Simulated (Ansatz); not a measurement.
`N#[C][AlH][Cl]` + NH₃ → `[NH2][AlH][Cl]` + `C#N` at 500 K and 1 bar (ligand exchange at the Al–C bond).

Computed with Ansatz on PBE0-D4/def2-TZVP structures; ΔE is electronic, products minus reactants. CCSD(T)/CBS adds triple-zeta CCSD(T) − MP2 to the extrapolated MP2 energy (def2 sets, frozen cores). This one scheme is used for every species. Each species was taken in one conformer, which may not be the lowest.

| species | CCSD(T)/CBS energy (Eh) | H − E (kJ/mol) | S (J/(mol·K)) |
| --- | --- | --- | --- |
| `N#[C][AlH][Cl]` | -795.20880 | 75.7 | 353.2 |
| NH₃ | -56.50880 | 108.2 | 211.8 |
| `[NH2][AlH][Cl]` | -758.40905 | 121.8 | 336.7 |
| `C#N` | -93.32098 | 60.1 | 220.8 |

H − E and S are ideal-gas, rigid-rotor, harmonic terms from PBE0-D4/def2-TZVP, for one conformer and one mirror image of each species. 1 Eh = 2625.50 kJ/mol, R = 8.31446 J/(mol·K).

Task: By hand: ΔE, ΔH, ΔS and ΔG.

Result: ΔE = (-758.40905) + (-93.32098) − (-795.20880) − (-56.50880) = -0.01243 Eh = -32.6 kJ/mol. Δ(H − E) = 121.8 + 60.1 − 75.7 − 108.2 = -2.0, so ΔH = -34.6 kJ/mol. ΔS = 336.7 + 220.8 − 353.2 − 211.8 = -7.5 J/(mol·K). ΔG = -34.6 − 500 × (-7.5)/1000 = -30.9 kJ/mol.

Task: By hand: the equilibrium constant, and the temperature at which ΔG would vanish if ΔH and ΔS stayed fixed.

Result: log₁₀ K = −ΔG/(RT ln 10) = 3.2. ΔG = 0 at ΔH/ΔS = 4613 K, far beyond where these terms or the molecules hold.

The number of gas molecules stays the same, so ΔS is small and ΔH decides. A doubt of 5 kJ/mol in ΔE shifts log₁₀ K by 0.5 here. Other conformers and mirror images would add mixing entropy, several J/(mol·K) or more a flexible species. These are equilibria of isolated gas molecules and say nothing of rates. Largest T1 diagnostic: 0.014 (customary marks: 0.02 for closed shells, 0.045 for open ones).
